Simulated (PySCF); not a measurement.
Zn+ (zinc, charge +1) across methods

[Ar] 3d10 4s1, 2S determinant. All numbers are calculated (PySCF 2.14, a scalar-relativistic core potential, in aug-cc-pVDZ-PP with ECP10MDF (5s5p4d2f, 54 functions)).

```csv
method,E (hartree),mean ε 3d α (eV),mean ε 3d β (eV),mean ε 4s α (eV),Σ⟨r²⟩ (bohr²),⟨S²⟩
LDA,-226.3522,-20.532,-20.344,-14.846,22.59,0.751
UHF,-225.66323,-30.463,-30.428,-16.900,22.54,0.751
PBE,-226.7534,-20.216,-20.019,-14.529,22.61,0.751
PBEsol,-226.4852,-20.219,-20.021,-14.583,22.59,0.751
r2SCAN,-226.6399,-20.365,-20.171,-14.919,22.47,0.752
BHandHLYP,-226.5917,-25.746,-25.633,-15.973,22.44,0.750
wB97M-V,-226.5813,-25.490,-25.347,-17.271,22.59,0.750
PBE0,-226.7040,-22.979,-22.825,-15.247,22.50,0.751
LC-wPBE,-226.7867,-25.484,-25.321,-17.789,22.54,0.751
```

Energies and moments cover only the electrons outside the core potential.
